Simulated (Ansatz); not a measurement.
BCl2(SiH3) (SiBH₃Cl₂). Total charge 0; triplet. Geometry PBE-D4/def2-SVP, that of the neutral singlet; atoms count from 1.

```
atom   x (Å)   y (Å)   z (Å)
  B1   0.685  -0.432   0.782
 Cl2   1.770  -1.761   0.390
 Cl3   0.770   0.270   2.393
 Si4  -0.579   0.320  -0.614
  H5  -1.799   0.936   0.018
  H6  -1.001  -0.735  -1.601
  H7   0.154   1.401  -1.369
```

At PBE0-D4/def2-TZVP a singlet of charge 0 lies 3.84 eV below the triplet at the same geometry.

Question: Estimate the Mulliken populations from the PBE0/def2-TZVP orbitals of Ansatz.

Answer: 
```json
{"atom": "B1", "charge (e)": "-0.03", "spin (α − β)": "0.97"}
{"atom": "Cl2", "charge (e)": "-0.07", "spin (α − β)": "0.25"}
{"atom": "Cl3", "charge (e)": "-0.07", "spin (α − β)": "0.25"}
{"atom": "Si4", "charge (e)": "0.11", "spin (α − β)": "0.39"}
{"atom": "H5", "charge (e)": "0.02", "spin (α − β)": "0.03"}
{"atom": "H6", "charge (e)": "0.02", "spin (α − β)": "0.03"}
{"atom": "H7", "charge (e)": "0.01", "spin (α − β)": "0.08"}
```
Mulliken values depend strongly on the basis.

Question: Where does the spin sit?

Answer: Summed by element: B 0.97, Cl 0.49, Si 0.39, H 0.14, of 2 unpaired in all. Largest on single atoms: B1 0.97, Si4 0.39, Cl3 0.25.

Question: And the Mayer bond orders between heavy atoms (over 0.3)?

Answer: B1–Cl2 1.21 (1.76 Å); B1–Cl3 1.21 (1.76 Å); B1–Si4 0.81 (2.03 Å).
